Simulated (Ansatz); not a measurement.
Mulliken charges of CH5NOSSi, SMILES `O=C(S)N[SiH3]` from B3LYP/def2-TZVPP in Ansatz (PBE0-D4/def2-TZVP geometry).

| atom | x (Å) | y (Å) | z (Å) | charge (e) |
| --- | --- | --- | --- | --- |
| O1 | 0.228 | -1.882 | 0.131 | -0.341 |
| C2 | 0.311 | -0.862 | 0.772 | 0.278 |
| S3 | 0.807 | -0.955 | 2.485 | -0.087 |
| N4 | 0.038 | 0.353 | 0.229 | -0.271 |
| Si5 | -0.446 | 0.396 | -1.463 | 0.368 |
| H6 | 0.763 | 0.356 | 2.774 | 0.081 |
| H7 | 0.118 | 1.177 | 0.800 | 0.134 |
| H8 | 0.631 | -0.125 | -2.333 | -0.046 |
| H9 | -0.661 | 1.842 | -1.722 | -0.070 |
| H10 | -1.705 | -0.353 | -1.671 | -0.046 |

Question: By hand: the dipole of these point charges (1 e Å = 4.8032 D).

Answer: Σ q r = (-0.063, 0.615, -0.010) e Å, of length 0.618 e Å = 2.97 D.

Question: How does the dipole of the full density compare? (Estimate.)

Answer: Computed: (-0.029, 0.783, 0.168) e Å, 3.85 D; the point charges give 0.77 times that, at 14° from its direction.

Point charges leave out the atoms' own dipoles, such as those of lone pairs, and Mulliken's split depends on the basis, so the two needn't agree.

B3LYP here is the variant with VWN-RPA as its local correlation; programs differ in this.
